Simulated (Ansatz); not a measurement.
H3Ga, charge +1, doublet, geometry from GFN2-xTB (such geometries of metal compounds can be far from the true shape) (a state made from the parent by changing its charge; the spin is typed, not shown lowest). Base run: BLYP/6-31G** (Ansatz, a quantum-chemistry and plane-wave program).

Input for Ansatz:
Ansatz 0.2 input:
```yaml
crystal:
  periodic: [false, false, false]
  atoms:
    - {symbol: Ga, position_ang: [0.00000000, 0.00000000, 0.00000000]}
    - {symbol: H, position_ang: [0.70473237, -0.45461564, 1.43946828]}
    - {symbol: H, position_ang: [-0.32010954, 1.60719813, -0.29972668]}
    - {symbol: H, position_ang: [-0.38462283, -1.15258249, -1.13974160]}
basis:
  gaussian:
    orbitals: 6-31G__.json
hamiltonian:
  xc: blyp
total_charge: 1
magnetization: {spin_polarized: true, initial_magnetization: 1}
```
The basis file holds 6-31G** in the JSON format of the Basis Set Exchange.

Variants of this job, named by their change:

```tsv
change	ΔE vs base (kcal/mol)
base	0.000
point_charge = charge:1.0 position_ang:1.8239, -4.1787, -0.9912	66.9
point_charge = charge:0.5 position_ang:-1.2802, -3.3915, -2.9377	33.28
final_grid = 4, 8, 17	-0.028
final_grid = 10, 20, 41	0.000
nuclear_model = gaussian	4.46
final_grid = 14, 28, 59	0.000
forces = on	0.000
point_charge = charge:-1.0 position_ang:4.362, 0.6566, 1.5209	-75.0
accuracy = high	0.000
lower_state_search = light	0.000
```
